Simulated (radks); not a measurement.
Correlation energies from several functionals, in hartree. Species: N [He] 2s2 2p3; B2+ [He] 2s1; In2+ [Kr] 4d10 5s1; B2+ [He] 2s1. Calculated with a radial shooting solver on a logarithmic mesh with Libxc functionals: non-relativistic Kohn-Sham, exchange-only PBE, spin-polarised, spherical densities, point nucleus. Every spin shell is full or empty, so the densities are truly spherical. Functionals are evaluated on that one density, not self-consistently.

functional         N        B2+     In2+        B2+
PW92        -0.42535   -0.18943  -4.5645   -0.18943
Wigner      -0.26684   -0.11104  -2.5103   -0.11104
Chachiyo    -0.41174   -0.18588  -4.5047   -0.18588
PBE         -0.17732  -0.055244  -2.5386  -0.055244
LYP         -0.19201  -0.067157  -2.4145  -0.067157
TPSS        -0.18231  -0.053477  -2.5392  -0.053477
revTPSS     -0.19064  -0.056237  -2.5679  -0.056237
SCAN        -0.17997  -0.052924  -2.5294  -0.052924
r2SCAN      -0.18102  -0.053005  -2.5432  -0.053005
B95         -0.18971  -0.068107  -3.0974  -0.068107
